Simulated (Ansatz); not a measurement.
Reaction (cleavage of the Ge–Ge bond): `[OH][GeH]([F])[GeH3]` + H₂S → `[OH][GeH]([F])[SH]` + GeH₄

Program: Ansatz. Geometries: PBE0-D4/def2-TZVP. ΔE: electronic, gas phase. CBS: MP2 limit from def2 TZ/QZ plus the TZ coupled-cluster correction, frozen cores. This one scheme is used for every species. DFT in def2-TZVPP. For Ge outer-core shells are correlated without core-valence functions, which leaves a few kJ/mol of doubt a bond. Scalar relativity is left out up to krypton. Each species was taken in one conformer, which may not be the lowest.

`[OH][GeH]([F])[GeH3]`:

Z-matrix (Å, degrees):
```
Ge
F 1 1.748
Ge 1 2.419 2 108.4
O 1 1.769 2 106.6 3 114.6
H 1 1.543 2 103.8 3 -128.6
H 3 1.534 1 109.1 2 -179.5
H 3 1.532 1 108.9 2 60.2
H 3 1.534 1 108.9 2 -60.0
H 4 0.961 1 113.4 2 66.2
```

H₂S:

Z-matrix (Å, degrees):
```
S
H 1 1.341
H 1 1.341 2 92.3
```

`[OH][GeH]([F])[SH]`:

Z-matrix (Å, degrees):
```
Ge
F 1 1.732
S 1 2.203 2 102.5
O 1 1.757 2 108.8 3 119.2
H 1 1.526 2 108.9 3 -125.1
H 3 1.345 1 92.4 2 176.5
H 4 0.961 1 112.8 2 -68.5
```

GeH₄:

Cartesian coordinates in Å:
```
Ge 0.000 0.000 0.000
H 0.980 -0.678 0.965
H -1.240 -0.886 -0.176
H 0.680 0.204 -1.360
H -0.421 1.361 0.571
```

```json
{"level": "B97M-V", "ΔE (eV)": "-0.38"}
{"level": "BHLYP", "ΔE (eV)": "-0.29"}
{"level": "CAM-B3LYP", "ΔE (eV)": "-0.27"}
{"level": "MP2/def2-SVP", "ΔE (eV)": "-0.38"}
```

(1) What does CCSD(T)/CBS give? (Best estimate.)

Largest T1 diagnostic among the species: 0.012.

## Answers

(1) Ansatz gave: -0.27 eV. The listed levels differ from it by -0.11, -0.02, 0.00, -0.11 eV.

In def2-TZVPP, CCSD(T) changes the Hartree–Fock value by +0.08 eV (the triples alone add −0.01 eV) and MP2 by +0.04 eV. Leaving LDA and LC-ωPBE aside and taking each functional with its dispersion term where it has one, the values, not all of them listed here, spread over 0.14 eV, from B97M-V to BLYP-D4. At CCSD(T), def2-SVP lies −0.06 eV from the extrapolated value and def2-TZVPP −0.02 eV.
